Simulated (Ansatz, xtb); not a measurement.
# FH3NOSi+: 4 structures ranked

4 gas-phase structures of FH3NOSi+, found in a search over its isomers (lower ones may exist). Each was relaxed with GFN2-xTB:

A. `[NH3+][Si](=O)F`, a singlet
B. `NO[SiH+]F`, a singlet
C. `[H]/N=[Si](/[OH2+])F`, a singlet
D. `[NH2+]=[Si](O)F`, a singlet

Make a reasoned guess at their ranking by r2SCAN-D4/def2-SVP single-point energy.

Calculated order at r2SCAN-D4/def2-SVP: D (0.000), A (1.271), C (2.463), B (3.985) eV.

Energies above the lowest of each column, in eV; the last columns are at PBE0-D3(BJ)/def2-SVP geometries and were run for some of them only (a dash: not run or not comparable):

| structure | GFN2-xTB | HF/STO-3G | r2SCAN-D4/def2-SVP | PBE0-D3(BJ)/def2-SVP | CCSD(T)/def2-TZVP |
| --- | --- | --- | --- | --- | --- |
| D | 0.000 | 0.000 | 0.000 | 0.000 | 0.000 |
| A | 0.632 | 1.669 | 1.271 | 1.318 | 1.275 |
| C | 1.829 | 2.687 | 2.463 | 2.499 | 2.595 |
| B | 2.614 | 2.490 | 3.985 | – | – |

Every level run on D puts it lowest or level with the lowest. Some further structures that were screened fall inside this span and aren't listed. Flexible structures stand in one conformer each, not always the lowest. Frequencies (PBE0-D3(BJ)/def2-SVP) were run for A, C, D alone.

Over these structures GFN2-xTB departs from r2SCAN-D4/def2-SVP by 0.355 eV on average once a common shift is removed. A GFN2-xTB relaxation took about 0.1 s and the r2SCAN-D4/def2-SVP energy about 1.1 s on a shared host (Ansatz 0.2.0, xtb 6.7.1).
